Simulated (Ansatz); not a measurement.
`[SiH3]C[SiH2]C=S`, charge 0, multiplicity 1.

(1) Give a relaxed structure at PBE0-D4/def2-TZVP (Ansatz). (Estimate.)

Results:

(1) Computed: 
Cartesian coordinates in Å:
```
Si 1.478 0.588 1.083
C 0.427 0.886 -0.440
Si -0.439 -0.636 -1.064
C -1.979 -0.989 -0.035
S -2.558 0.002 1.096
H 1.884 1.873 1.711
H 0.741 -0.222 2.088
H 2.706 -0.159 0.696
H -0.340 1.631 -0.205
H 1.062 1.296 -1.232
H 0.429 -1.845 -0.991
H -0.897 -0.500 -2.476
H -2.516 -1.923 -0.231
```
This is one stationary point; other conformers may exist.
